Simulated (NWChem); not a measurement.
System: GePH$_{5}$; SMILES [PH2][GeH3]

```xyz
7

Ge     0.0273     0.7685    -0.0167
P      0.1002    -1.5759    -0.0932
H     -1.1484     1.2421    -0.9096
H      1.3545     1.3101    -0.6076
H     -0.1610     1.3349     1.4162
H     -1.0489    -1.7150     0.7667
H      1.0163    -1.6589     1.0174
```
Atoms are numbered in this order, from 1.

Computed with NWChem. Pople sets run with spherical d functions. Structure relaxed at the PBE-D3(BJ)/def2-SVP level. Vzz is the largest principal value of the second derivative of the potential at the nucleus (NWChem prints the opposite sign); η is the asymmetry. Non-relativistic.

**Question.** What does the run give for Hartree-Fock/6-31G*? Quantities: Vzz Ge1 (a.u.); η Ge1.

**Answer.** 
- Vzz Ge1 (a.u.): 0.269
- η Ge1: 0.08
